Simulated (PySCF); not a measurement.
An EPR job on `C#CC[C](N)C#C` [radical].

Method: UKS B3LYP, pcH-1 on C H N, non-relativistic, mean-field spin-orbit, GIAO (PySCF 2.14.0). Geometry: GFN2-xTB. The input is one job of a driver script: a line of settings, then coordinates in Å.

Command:
```bash
OMP_NUM_THREADS=1 python probes_run.py task.json out
```

Input:
```
{"job": {"kind": "epr", "basis": "pcH-1"}, "charge": 0, "multiplicity": 2}
C     -2.329071     0.164579     1.340993
C     -1.627146    -0.331139     0.507579
C     -0.712531    -0.839441    -0.502555
C      0.469098     0.079540    -0.625135
N      0.258910     1.307339    -1.245309
C      1.704383    -0.289300    -0.167936
C      2.795215    -0.635527     0.243021
H     -2.960113     0.562054     2.078622
H     -0.376963    -1.838760    -0.216403
H     -1.241786    -0.905393    -1.460935
H     -0.684915     1.660157    -1.169865
H      0.968801     2.002516    -1.067838
H      3.731730    -0.936137     0.603520
```

Output:
```
UKS, coarse grid
  cycle   1  E = -286.77481700  |g| = 3.73e-01
  cycle   2  E = -286.76318208  |g| = 4.08e-01
  cycle   3  E = -286.83918602  |g| = 1.28e-01
  cycle   4  E = -286.84634723  |g| = 5.50e-02
  cycle   5  E = -286.84782462  |g| = 1.67e-02
  cycle   6  E = -286.84797258  |g| = 3.91e-03
  cycle   7  E = -286.84799473  |g| = 1.96e-03
  cycle   8  E = -286.84799816  |g| = 1.99e-03
  cycle   9  E = -286.84800159  |g| = 5.77e-04
UKS, final grid
  cycle   1  E = -286.84797111  |g| = 9.01e-04
  cycle   2  E = -286.84796973  |g| = 1.97e-03
  cycle   3  E = -286.84797165  |g| = 1.43e-04
  cycle   4  E = -286.84797169  |g| = 1.10e-04
  cycle   5  E = -286.84797172  |g| = 7.57e-05
  cycle   6  E = -286.84797172  |g| = 2.77e-05
E = -286.84797172 Eh   <S^2> = 0.7634 (exact 0.7500)
g shifts (ppm)      1          2          3
  rmc          -171       -171       -171
  gc             -2         27         31
  oz_so           8        542       1032
  total        -165        398        891
hyperfine (MHz)  atom isotope    a_iso     a_fc   dipolar eigenvalues
    0   13C       4.18       4.18     -1.93      0.01      1.93
    1   13C      50.27      50.27     -2.20     -1.40      3.60
    2   13C     -23.23     -23.23     -1.04     -0.14      1.18
    3   13C      55.28      55.28    -55.53    -55.15    110.69
    4   14N      20.57      20.57     -9.57     -9.30     18.87
    5   13C     -58.26     -58.26    -16.58     -1.88     18.46
    6   13C      38.13      38.13    -37.76    -28.84     66.60
    7    1H      -0.12      -0.12     -1.13     -0.51      1.65
    8    1H       4.65       4.65     -3.49     -2.83      6.32
    9    1H      46.30      46.30     -3.48     -2.95      6.43
   10    1H      15.47      15.47    -10.40     -4.79     15.19
   11    1H       2.26       2.26     -9.79     -4.85     14.63
   12    1H     -36.47     -36.47    -17.50     -0.50     18.00
```

rmc, gc and oz_so are the mass-correction, gauge-correction and orbital-Zeeman/spin–orbit parts of the g shift along its three principal axes; a_iso is the isotropic hyperfine coupling and a_fc its Fermi-contact part. The program numbers atoms from 0.

**Question.** How far is ⟨S²⟩ from the pure-spin value?

**Answer.** S = 0.5 gives S(S+1) = 0.75; the run has 0.7634, 0.0134 more.

**Question.** Get g_iso from the total shifts.

**Answer.** Their mean is 375 ppm; added to g_e = 2.002319 it gives 2.00269.

Summary of the converged run: ⟨S²⟩ 0.763; g_iso 2.0027.

Isolated species at its GFN2-xTB geometry (one conformer only).

**Question.** How long does this job take on an Arm Neoverse V2 with one thread, no GPU, on a shared host? And the peak memory of the process?

**Answer.** About 45 s (density and orbital grids were written too), with 0.83 GiB resident at the peak, the Python interpreter and its libraries included.
Labels such as C1 count atoms from 1, the log's own numbers from 0.
